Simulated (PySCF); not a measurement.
Vertical excitations of a molecule C3H7BF2 from TDDFT-PBE/def2-SVPD (PySCF), as energy in eV (oscillator strength): 6.81 (0.002), 7.41 (0.004), 7.52 (0.009), 7.65 (0.025), 8.31 (0.012), 8.32 (0.035), 8.33 (0.001), 8.35 (0.053), 8.37 (0.002), 8.60 (0.032). Lowest triplet (TDA): 6.19 eV. Coordinates come from a PBE0-D3(BJ)/def2-SVP optimisation. The values are those of a single conformer.

**Question.** Which structure fits?
(A) CCB(F)CF
(B) CC(C)B(F)F
(C) CB(F)[C@H](C)F
(D) CCCB(F)F

**Answer.** B, CC(C)B(F)F
